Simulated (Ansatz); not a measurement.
C₂H₃AlCl₂, SMILES `C=[CH][Al]([Cl])[Cl]`, 8 atoms. Total charge 0; spin multiplicity 1. All runs use 2 threads of a server CPU on a shared host. Correlated methods freeze the cores.

How many basis functions does each run have, and how long does it take in Ansatz? RKS ωB97M-V/def2-QZVPP energy; RKS ωB97M-V/def2-TZVPP energy and forces; RKS BLYP-D4/def2-TZVPP energy; RKS HSE06-D4/def2-TZVPP energy; RKS PBE0-D4/def2-TZVP relaxation (7 steps); RKS PBE0-D4/def2-QZVPP energy; RKS PBE0-D4/def2-TZVP frequencies; RHF-MP2/def2-QZVPP energy; RKS B97M-V/def2-TZVPP energy; RKS ωB97M-V/def2-SVP energy; direct RPA on PBE orbitals/def2-TZVPP energy; RHF-CCSD(T)/def2-TZVPP energy. (An estimate is asked.)

Ansatz gave: Other jobs shared the machine, so times are rough.

```json
{"level": "RKS BLYP-D4/def2-TZVPP", "job": "energy", "functions": "230", "wall time": "4.2 s", "peak host memory (GiB)": "0.3"}
{"level": "RKS HSE06-D4/def2-TZVPP", "job": "energy", "functions": "230", "wall time": "7 s", "peak host memory (GiB)": "0.63"}
{"level": "RKS ωB97M-V/def2-SVP", "job": "energy", "functions": "97", "wall time": "9 s", "peak host memory (GiB)": "0.29"}
{"level": "direct RPA on PBE orbitals/def2-TZVPP", "job": "energy", "functions": "230", "wall time": "9.5 s", "peak host memory (GiB)": "0.46"}
{"level": "RKS PBE0-D4/def2-QZVPP", "job": "energy", "functions": "414", "wall time": "19 s", "peak host memory (GiB)": "1.4"}
{"level": "RKS B97M-V/def2-TZVPP", "job": "energy", "functions": "230", "wall time": "19 s", "peak host memory (GiB)": "0.38"}
{"level": "RKS ωB97M-V/def2-TZVPP", "job": "energy and forces", "functions": "230", "wall time": "24 s", "peak host memory (GiB)": "0.83"}
{"level": "RHF-MP2/def2-QZVPP", "job": "energy", "functions": "414", "wall time": "34 s", "peak host memory (GiB)": "2"}
{"level": "RKS ωB97M-V/def2-QZVPP", "job": "energy", "functions": "414", "wall time": "44 s", "peak host memory (GiB)": "1.6"}
{"level": "RKS PBE0-D4/def2-TZVP", "job": "relaxation (7 steps)", "functions": "191", "wall time": "58 s", "peak host memory (GiB)": "0.53"}
{"level": "RHF-CCSD(T)/def2-TZVPP", "job": "energy", "functions": "230", "wall time": "3.2 min", "peak host memory (GiB)": "3.6"}
{"level": "RKS PBE0-D4/def2-TZVP", "job": "frequencies", "functions": "191", "wall time": "4.3 min", "peak host memory (GiB)": "0.53"}
```

HSE06 is defined as in plane-wave codes.
